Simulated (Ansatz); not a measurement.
Relaxation of C$_{2}$H$_{4}$IN (8 atoms, charge 0, multiplicity 1), to a largest force component of 0.015 eV/Å in at most 40 steps.

Computed with Ansatz 0.2.0, RKS PBE0-D4/def2-SVP.

```xyz
8
Properties=species:S:1:pos:R:3
C -0.226 1.119 -0.128
C -0.168 -0.164 -0.271
N 0.781 -0.914 0.309
I -1.450 -1.218 -1.394
H -1.065 1.717 -0.642
H 0.441 1.747 0.443
H 0.537 -1.872 0.474
H 1.242 -0.473 1.152
```

Task: Where does it end, and by what steps?

Result: The run converged. After 7 steps the energy has fallen by 0.423 eV; H8 moved furthest, 0.20 Å.

| step | energy less start (eV) | largest force component (eV/Å) | accepted |
| --- | --- | --- | --- |
| 0 | 0.0000 | 4.635 | yes |
| 1 | -0.3745 | 1.183 | yes |
| 2 | -0.4111 | 0.247 | yes |
| 3 | -0.4195 | 0.081 | yes |
| 4 | -0.4219 | 0.075 | yes |
| 5 | -0.4223 | 0.081 | yes |
| 6 | -0.4229 | 0.021 | yes |
| 7 | -0.4230 | 0.010 | yes |

```xyz
8
Properties=species:S:1:pos:R:3
C -0.289 1.177 -0.129
C -0.168 -0.151 -0.232
N 0.797 -0.953 0.329
I -1.491 -1.230 -1.488
H -1.022 1.737 -0.706
H 0.377 1.730 0.542
H 0.503 -1.879 0.618
H 1.387 -0.488 1.011
```

Time of the run: 41 s on 1 thread of Arm Neoverse V2, with other jobs on the host, peak memory 0.19 GiB.
